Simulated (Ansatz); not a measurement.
C3H8Si, SMILES `C/C=C/[SiH3]` (charge 0, multiplicity 1).

Z-matrix (Å, degrees):
```
C
C 1 1.3331
H 2 1.0903 1 118.86
H 1 1.0904 2 117.72 3 179.99
C 2 1.4892 3 115.53 1 180.00
H 5 1.0912 2 111.60 3 180.00
H 5 1.0948 6 108.53 2 122.35
H 5 1.0948 6 108.53 7 115.31
Si 1 1.8533 4 119.16 2 179.99
H 9 1.4877 1 108.97 4 -179.99
H 9 1.4892 10 109.01 3 121.66
H 9 1.4892 10 109.01 11 116.68
```
Charge 0, spin multiplicity 1.

Frozen-core energies in 6-31g from Ansatz (a first-principles code) at a geometry from PBE0-D3(BJ)/def2-TZVP; the HF reference has <S^2> = 0.00 and the T1 diagnostic is 0.010.

```csv
level,energy (Ha)
HF,-407.05854
MP2,-407.38304
CCSD,-407.43469
```

Problem. Estimate the energies of CCSD(T), CCSDT and CCSDT(Q), and give each level's difference from CCSDT(Q).

Solution. 
| level | energy (Ha) | difference from CCSDT(Q) (mHa) |
|---|---|---|
| MP2 | -407.38304 | 62.85 |
| CCSD | -407.43469 | 11.20 |
| CCSD(T) | -407.44447 | 1.42 |
| CCSDT | -407.44523 | 0.66 |
| CCSDT(Q) | -407.44590 | 0.00 |
